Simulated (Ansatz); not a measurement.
Ansatz (a program for electronic structure) input (B3LYP/6-31G* with LANL2DZ past Ar): The .json file joins the Basis Set Exchange's 6-31G* for atoms up to Ar and LANL2DZ past it.

Ansatz 0.2 input:
```yaml
crystal:
  periodic: [false, false, false]
  atoms:
    - {symbol: Ta, position_ang: [-0.00313180, 0.00109212, 0.00069407]}
    - {symbol: O, position_ang: [1.58091218, -0.55129225, -0.35035998]}
    - {symbol: F, position_ang: [-0.59299834, -0.46774309, 1.70482779]}
    - {symbol: F, position_ang: [-0.78685452, 0.94892237, -1.39902635]}
basis:
  gaussian:
    orbitals: 6-31Gs+LANL2DZ.json
hamiltonian:
  xc: {name: B3LYP}
magnetization: {spin_polarized: true, initial_magnetization: 1}
phonons: {temperatures: {t_min: 298.15, t_max: 298.15, t_step: 100}}
```

Task: Which harmonic wavenumbers does it give?

Result: 42, 172, 258, 712, 728, 1022 cm⁻¹ (unscaled; negative means imaginary).
